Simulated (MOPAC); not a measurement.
A run for MOPAC: PM7 on GaF, a point of a bond scan (R = 3.151 Å).

```
PM7 1SCF PRECISE CHARGE=0 THREADS=1
FGa

Ga    -0.00000000 1    -0.00000000 1    -0.40509541 1
F      0.00000000 1     0.00000000 1     2.74564666 1
```

Program output:

```
*******************************************************************************
 **                                                                           **
 **                              MOPAC v23.2.5                                **
 **                                                                           **
 *******************************************************************************
 ** MOPAC's Digital Object Identifier: https://doi.org/10.5281/zenodo.6511958 **
 **                                                                           **
 ** Please cite the open-source release paper for use of this MOPAC version:  **
 ** J. E. Moussa and J. J. P. Stewart (2026)                                  **
 ** MOPAC: An open-source semiempirical molecular orbital program             **
 ** J. Open Source Softw., 11(119), 8025, https://doi.org/10.21105/joss.08025 **
 *******************************************************************************

                              PM7 CALCULATION RESULTS

 *******************************************************************************
 *  PM7        - The PM7 Hamiltonian to be used
 *
 *
 *
 *                 CHARGE ON SYSTEM = 0
 *
 *
 *
 *  PRECISE    - TIGHTER CRITERIA TO BE USED
 *  1SCF       - DO 1 SCF AND THEN STOP
 *  THREADS=1  - MULTI-THREADING NOT USED
 *  T=         - A TIME OF 172800.0 SECONDS REQUESTED
 *  DUMP=N     - RESTART FILE WRITTEN EVERY 7200.0 SECONDS REQUESTED
 *******************************************************************************
PM7 1SCF PRECISE CHARGE=0 THREADS=1
 FGa

   ATOM   CHEMICAL          X               Y               Z
  NUMBER   SYMBOL      (ANGSTROMS)     (ANGSTROMS)     (ANGSTROMS)

     1      Ga         -0.00000000  *  -0.00000000  *  -0.40509541  *
     2       F          0.00000000  *   0.00000000  *   2.74564666  *



          CARTESIAN COORDINATES

    NO.       ATOM           X           Y           Z

     1        Ga         -0.0000     -0.0000     -0.4051
     2         F          0.0000      0.0000      2.7456

 General Reference for PM7:
 "Optimization of Parameters for Semiempirical Methods VI: More Modifications to the
 NDDO Approximations and Re-optimization of Parameters", J. J. P. Stewart, J. Mol. Mod., 1:32, 19 (2013)
 https://link.springer.com/article/10.1007/s00894-012-1667-x

           Empirical Formula: Ga F  =     2 atoms



      MOLECULAR POINT GROUP   :   C*v


      RHF CALCULATION, NO. OF DOUBLY OCCUPIED LEVELS = 5


 -------------------------------------------------------------------------------
 PM7 1SCF PRECISE CHARGE=0 THREADS=1
 FGa



     1SCF WAS SPECIFIED, SO BFGS WAS NOT USED
     SCF FIELD WAS ACHIEVED


                              PM7 CALCULATION
                                                       MOPAC v23.2.5 Linux




          FINAL HEAT OF FORMATION =         21.68479 KCAL/MOL =      90.72917 KJ/MOL


          COSMO AREA              =         85.79 SQUARE ANGSTROMS
          COSMO VOLUME            =         65.40 CUBIC ANGSTROMS

          IONIZATION POTENTIAL    =          8.011031 EV
          HOMO LUMO ENERGIES (EV) =         -8.011 -0.881
          NO. OF FILLED LEVELS    =          5
          MOLECULAR WEIGHT        =         88.7334         POINT GROUP:  C*v

          MOLECULAR DIMENSIONS (Angstroms)

            Atom       Atom       Distance
            F     2   Ga     1     3.15074
            F     2   Ga     1     0.00000
           Ga     1    F     2     0.00000


          SCF CALCULATIONS        =          1





   ATOM   CHEMICAL          X               Y               Z
  NUMBER   SYMBOL      (ANGSTROMS)     (ANGSTROMS)     (ANGSTROMS)

     1      Ga         -0.00000000  *  -0.00000000  *  -0.40509541  *
     2       F          0.00000000  *   0.00000000  *   2.74564666  *

                             CARTESIAN COORDINATES

   1   Ga       -0.000000000    -0.000000000    -0.405095410
   2    F        0.000000000     0.000000000     2.745646660


           Empirical Formula: Ga F  =     2 atoms



      MOLECULAR POINT GROUP   :   C*v


                  EIGENVALUES
 -29.32697 -17.05190  -8.12623  -8.12623  -8.01103  -0.88084  -0.88084  -0.60079


              NET ATOMIC CHARGES AND DIPOLE CONTRIBUTIONS

  ATOM NO.   TYPE          CHARGE      No. of ELECS.   s-Pop       p-Pop
    1         Ga           0.966161        2.0338     1.98769     0.04615
    2          F          -0.966161        7.9662     1.99981     5.96635
 DIPOLE           X         Y         Z       TOTAL
 POINT-CHG.     0.000     0.000   -14.622    14.622
 HYBRID         0.000     0.000     1.094     1.094
 SUM            0.000     0.000   -13.528    13.528


          ATOMIC ORBITAL ELECTRON POPULATIONS

     Atom    s        px        py        pz
    1 Ga   1.98769   0.00050   0.00050   0.04515
    2  F   1.99981   1.99950   1.99950   1.96735

 **********************
 *                    *
 * JOB ENDED NORMALLY *
 *                    *
 **********************




 == MOPAC DONE ==
```

The run finished.

Cost: very roughly 0.03 core-seconds.
